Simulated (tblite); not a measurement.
Species: C4H3F5N (doublet state).
Z-matrix (Å and degrees, GFN2-xTB geometry), rows numbered from 1:
```
N 
C   1  1.2288
C   2  1.4817  1  128.06
C   3  1.5504  2  115.08  1    16.31
F   4  1.3476  3  109.47  2   -70.95
F   4  1.3440  3  111.49  2    47.41
C   3  1.5307  2  109.15  1   140.53
F   7  1.3354  3  111.56  2    59.07
F   7  1.3441  3  111.22  2   177.92
F   7  1.3323  3  113.12  2   -61.96
H   1  1.0108  2  122.35  3   179.58
H   3  1.0975  2  107.83  1  -103.69
H   4  1.1028  3  112.24  2   169.08
```

Level: GFN2-xTB in tblite, geometry and Hessian alike; calculated harmonic values, unscaled, isolated species. Errors from tens to a few hundred cm⁻¹ against measured bands are possible. One conformer, not necessarily the lowest. Open shells enter through the occupations alone, without spin polarisation, and single modes of such species can be off by tens of per cent.

Harmonic wavenumbers (cm⁻¹): 39.6, 56.6, 74.9, 134.1, 146.2, 213.1, 284.9, 318.9, 362.2, 386.4, 467.5, 500.1, 521.4, 609.3, 661.6, 747.7, 848.1, 895.0, 967.0, 1027.1, 1054.6, 1071.4, 1104.1, 1113.0, 1175.2, 1190.3, 1219.1, 1267.4, 1276.0, 1913.6, 2875.0, 2936.0, 3381.2.

A = 1917, B = 1053, C = 888.6 MHz; mass 160.019 u (most abundant isotopes); point group C1, symmetry number 1; spin multiplicity 2.

Q: What is the zero-point energy?

A: Half the sum of the wavenumbers: 15419 cm⁻¹ = 184.46 kJ/mol.

Q: Entropy at 400 K, 1 bar (ideal gas, RRHO, classical rotation)?

A: Translation 178.26, rotation 127.40, vibration 166.65, spin (R ln 2) 5.76: S = 478.1 J/(mol K).

Q: And Cp and H(400 K) − H(0)?

A: Cp = 181.88 J/(mol K), of which vibrations give 148.62 (their classical limit is 33 R = 274.4); H(400 K) − H(0) = 46.06 kJ/mol without the zero-point energy, 32.76 from vibrations.

Q: Which modes carry the vibrational entropy at 400 K?

A: 39.6 cm⁻¹: 24.53; 56.6 cm⁻¹: 21.56; 74.9 cm⁻¹: 19.24; 134.1 cm⁻¹: 14.46; 146.2 cm⁻¹: 13.75; 213.1 cm⁻¹: 10.73 J/(mol K); the other 27 give 62.38 together.

Q: How do the functions run with temperature in this model?

A: 
| T (K) | S (J/(mol K)) | Cp (J/(mol K)) | H − H(0) (kJ/mol) | G − H(0) (kJ/mol) | ln q(vib) |
| --- | --- | --- | --- | --- | --- |
| 50 | 260.1 | 59.1 | 2.24 | -10.77 | 0.77 |
| 100 | 307.8 | 80.4 | 5.74 | -25.04 | 2.21 |
| 298.15 | 429.1 | 152.0 | 29.01 | -98.92 | 7.63 |
| 373.15 | 465.7 | 174.6 | 41.27 | -132.50 | 9.53 |
| 500 | 521.2 | 204.8 | 65.45 | -195.17 | 12.60 |
| 750 | 611.9 | 241.2 | 121.68 | -337.28 | 18.12 |
| 1000 | 684.4 | 261.5 | 184.74 | -499.63 | 22.97 |

q(vib) and H(0) count from the zero-point level.

Q: What must be added to the electronic energy to get the Gibbs energy at 400 K and 1 bar?

A: ZPE + [H(400 K) − H(0)] − T·S = 184.46 + 46.06 − 191.23 = 39.29 kJ/mol.

Q: Blend soft modes into free rotors: weight 1/[1 + (100 cm⁻¹/ν̃)⁴] for the oscillator and the rest for a rotor with moment μB/(μ + B), μ = h/(8π²ν), B = 10⁻⁴⁴ kg m². What vibrational entropy results?

A: 149.17 J/(mol K) in place of 166.65, which changes −T·S at 400 K by +6.99 kJ/mol.

Hindered rotation and anharmonicity are outside this model. Other conformers, if any are populated, would add a mixing term that is left out. The structure is chiral; the term R ln 2 for an equal mix with its mirror image is left out.

Hardware: one thread of an Arm Neoverse V2, on a shared host. Cost: 0.33 s. This covers the Hessian and the dipole derivatives.
